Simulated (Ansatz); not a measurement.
This geometry of BF3 + BrH (6 atoms, charge 0, multiplicity 1) is a first-order saddle point.

These are results of Ansatz 0.2.0, RKS PBE0/def2-SVP, not measurements.

```xyz
6
Properties=species:S:1:pos:R:3
B 0.012 -0.223 0.035
F 0.009 0.089 1.537
F 1.146 0.164 -0.514
F -1.149 0.092 -0.503
Br 0.081 -2.351 0.559
H 0.046 -1.054 1.678
```

(1) Which two structures does it join? (They come from a converged band through this point; their orientation in space is the band's.)

(2) How far does it lie above each of them?

Answers

(1) Bonds broken: B1–F2, Br5–H6. Bonds formed: B1–Br5, F2–H6. BF3 + BrH becomes BBrF2 + FH.

Initial state:

```xyz
6
Properties=species:S:1:pos:R:3
B -0.006 0.346 -0.092
F -0.006 0.623 1.193
F 1.129 0.286 -0.745
F -1.143 0.205 -0.729
Br 0.092 -2.713 0.957
H 0.077 -2.032 2.208
```

Final state:

```xyz
6
Properties=species:S:1:pos:R:3
B 0.018 -0.481 -0.295
F 0.011 0.096 1.869
F 1.134 0.154 -0.553
F -1.139 0.082 -0.542
Br 0.079 -2.378 0.080
H 0.041 -0.757 2.234
```

(2) 1.13 eV above the first and 0.35 eV above the second. This is the barrier of this one path; another mechanism may lie lower. The orbitals stay closed-shell, which can raise the energy where a bond breaks towards radicals; this wasn't checked here.

Run time: 5.2 min on 2 threads of Arm Neoverse V1, with other jobs on the host, peak memory 0.21 GiB.
